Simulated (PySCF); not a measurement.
# Energy profile

The step: SiNH₄Cl ([NH2][SiH2][Cl]) → SiNH₂Cl ([NH][SiH][Cl]) + H₂; bonds formed: H2–H4; bonds broken: Si1–H2, N3–H4 (atoms numbered as in the saddle structure below).

```tsv
atom	x (Å)	y (Å)	z (Å)
Si1	-0.4321	-0.2252	0.0382
H2	0.4637	0.6085	1.2887
N3	0.7297	0.2139	-0.9814
H4	0.8452	0.7934	0.4948
H5	-1.7464	0.4160	0.2788
Cl6	-0.6335	-2.0833	0.8646
H7	0.7735	0.2769	-1.9838
```

Electronic energies by CCSD(T) at an estimated basis limit (MP2 extrapolated from triple and quadruple zeta, plus CCSD(T) − MP2 in triple zeta), on PBE0-D4/def2-TZVP structures; SiNH₄Cl, singlet; no counterpoise correction. Computed with PySCF 2.14 with density fitting (its default auxiliary sets; JK sets also for MP2 and CCSD(T)) (basis: def2-TZVPP and def2-QZVPP); correlated methods freeze the cores. Extrapolation: Hartree–Fock as exp(−7.88 √X), correlation as X^−2.97.

(1) Give the profile in kcal/mol, counted from the start structure. (To be estimated.)

No T1 diagnostic of these runs exceeds 0.017.

Results:

(1) Computed:
```csv
point,kcal/mol
start structure,0.00
saddle,81.25
end structure,57.52
"separated: SiNH₂Cl (linked as [NH][SiH][Cl]; Si1, N3, H5, Cl6, H7; singlet) + H₂ (H2, H4; singlet)",58.21
```

For scale, one of the runs: CCSD(T)/def2-TZVPP, 171 basis functions, launched by `OMP_NUM_THREADS=4 python run.py`. Hardware: 4 CPU threads of an Arm Neoverse V2, shared host. Wall time 2.8 min; peak host memory 1.4 GiB.
